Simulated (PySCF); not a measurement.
Energy profile

The step: SiF₂ + H₂S → SiH₂SF₂ ([F][SiH]([F])[SH]); bonds formed: Si1–H4, Si1–S5; bonds broken: H4–S5 (atoms numbered as in the saddle structure below).

```
atom    x (Å)    y (Å)    z (Å)
 Si1   0.3108  -0.8124   0.3422
  F2  -1.2097  -1.1561   0.6769
  F3   0.7042  -1.7074  -0.9150
  H4   0.9698   0.6624   0.4947
  S5   0.0569   1.3358  -0.7741
  H6  -0.8319   1.6778   0.1753
```

Electronic energies by CCSD(T) at an estimated basis limit (MP2 extrapolated from triple and quadruple zeta, plus CCSD(T) − MP2 in triple zeta), on PBE0-D4/def2-TZVP structures; SiH₂SF₂, singlet; no counterpoise correction. Program: PySCF 2.14 with density fitting (its default auxiliary sets; JK sets also for MP2 and CCSD(T)). Basis: def2-TZVPP and def2-QZVPP. Cores are frozen in the correlated methods. Extrapolation: Hartree–Fock as exp(−7.88 √X), correlation as X^−2.97.

Q: Give the profile in eV, counted from the separated reactants. (An estimate is asked for; the value comes from the calculation.)

A: Computed:
| point | eV |
| --- | --- |
| separated: SiF₂ (linked as [F][Si][F]; Si1, F2, F3; singlet) + H₂S (H4, S5, H6; singlet) | 0.000 |
| start structure | -0.178 |
| saddle | 0.975 |
| end structure | -2.121 |

T1 diagnostic: at most 0.016. The restricted Hartree–Fock reference is unstable towards an unrestricted one at one or more of these structures.

Losses and insertions of silylenes and their heavier kin drive the gas-phase chemistry of silicon and germanium vapour deposition.

For scale, one of the runs: CCSD(T)/def2-TZVPP, 174 basis functions, launched by `OMP_NUM_THREADS=4 python run.py`. The run took 2.2 min on 4 CPU threads of an AMD EPYC 7B13 (shared host), with 1.8 GiB of host memory at its peak.
